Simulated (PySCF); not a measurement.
## Correlation energy of As²⁺ (arsenic, charge +2)

[Ar] 3d10 4s2 4p1, 2P determinant. Calculation: PySCF 2.14, in x2c-TZVPPall; scalar relativity by spin-free X2C-1e. Frozen: [Ar] 3d10; 3 electrons correlated.

MP2 pair energies summed by pair of shells (mhartree):

| pair | energy | share (%) |
| --- | --- | --- |
| 4s-4s | -21.51 | 55.1 |
| 4s-4p | -17.50 | 44.9 |

Total MP2 correlation energy: -39.01 mhartree.

Same-spin part -2.55 and opposite-spin part -36.46 mhartree; SCS-MP2 scales them by 1/3 and 6/5 to -44.60 mhartree.
